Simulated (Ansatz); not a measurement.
CH8FNSi2 (`CN([SiH3])[SiH2]F`) at its PBE0-D4/def2-TZVP geometry, where that method's forces vanish. The species carries charge 0 and has multiplicity 1.

| atom | x (Å) | y (Å) | z (Å) |
| --- | --- | --- | --- |
| C1 | 0.324 | -1.113 | 0.977 |
| N2 | -0.063 | -0.048 | 0.049 |
| Si3 | 0.234 | 1.572 | 0.590 |
| Si4 | -0.597 | -0.468 | -1.515 |
| F5 | 0.609 | -0.862 | -2.495 |
| H6 | 1.411 | -1.230 | 1.035 |
| H7 | -0.050 | -0.906 | 1.985 |
| H8 | -0.099 | -2.071 | 0.663 |
| H9 | -0.513 | 1.822 | 1.853 |
| H10 | -0.214 | 2.506 | -0.471 |
| H11 | 1.679 | 1.787 | 0.875 |
| H12 | -1.281 | 0.694 | -2.120 |
| H13 | -1.441 | -1.683 | -1.425 |

Question: For each bond, give half the difference of the two atoms' forces along it (eV/Å; positive pushes the atoms apart) under PBE-D4, r2SCAN-D4, B3LYP-D4, ωB97M-V in def2-TZVPP. (An estimate is asked.)

Answer: Ansatz gave: 
| bond | length (Å) | PBE-D4 | r2SCAN-D4 | B3LYP-D4 | ωB97M-V |
| --- | --- | --- | --- | --- | --- |
| C1–N2 | 1.464 | 0.05 | 0.25 | 0.26 | 0.26 |
| C1–H6 | 1.095 | 0.09 | -0.05 | -0.08 | -0.10 |
| C1–H7 | 1.095 | 0.09 | -0.05 | -0.09 | -0.09 |
| C1–H8 | 1.093 | 0.10 | -0.06 | -0.10 | -0.10 |
| N2–Si3 | 1.734 | 0.10 | -0.02 | 0.06 | 0.05 |
| N2–Si4 | 1.705 | 0.05 | -0.02 | 0.02 | 0.00 |
| Si3–H9 | 1.489 | 0.05 | -0.03 | -0.09 | -0.12 |
| Si3–H10 | 1.483 | 0.03 | -0.03 | -0.09 | -0.11 |
| Si3–H11 | 1.489 | 0.05 | -0.02 | -0.08 | -0.12 |
| Si4–F5 | 1.603 | 0.48 | 0.04 | 0.21 | 0.17 |
| Si4–H12 | 1.478 | -0.02 | -0.04 | -0.13 | -0.16 |
| Si4–H13 | 1.482 | 0.00 | -0.04 | -0.13 | -0.16 |

B3LYP here is the variant with VWN-RPA as its local correlation; programs differ in this.
